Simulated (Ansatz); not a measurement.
`CBC(O)F` + `N[SiH3]` → `CBN[SiH3]` + `OCF`  (ligand exchange at a B–C bond)

Computed with Ansatz on PBE0-D4/def2-TZVP structures; ΔE is electronic, products minus reactants. CCSD(T)/CBS is the MP2 limit (def2-TZVPP, def2-QZVPP) plus CCSD(T) − MP2 in def2-TZVPP, frozen cores. This one scheme is used for every species. Functionals use def2-TZVPP. B3LYP here is the variant with VWN-RPA as its local correlation; programs differ in this. Each species was taken in one conformer, which may not be the lowest.

```csv
level,ΔE (kJ/mol),difference from CCSD(T)/CBS
ωB97X-V,-145.9,4.2
ωB97M-V,-148.0,2.1
B2PLYP,-149.6,0.5
PBE,-143.6,6.5
r2SCAN,-147.1,3.0
B3LYP,-145.9,4.2
SCS-MP2/def2-TZVPP,-153.5,-3.4
HF/def2-QZVPP,-150.4,-0.3
SCS-MP2/def2-QZVPP,-152.4,-2.3
MP2/CBS(def2),-153.4,-3.3
CCSD(T)/CBS,-150.1,0
```

Largest T1 diagnostic among the species: 0.012.

The D4 term adds −4.0 kJ/mol with B3LYP and −2.2 kJ/mol with PBE0; it sums over pairs of atoms, weighted by their polarisabilities, and B3LYP, whose exchange is more repulsive, gets the larger term. From PBE to PBE0 (25 % exact exchange), in def2-TZVPP and without D4, ΔE moves by −4.1 kJ/mol.
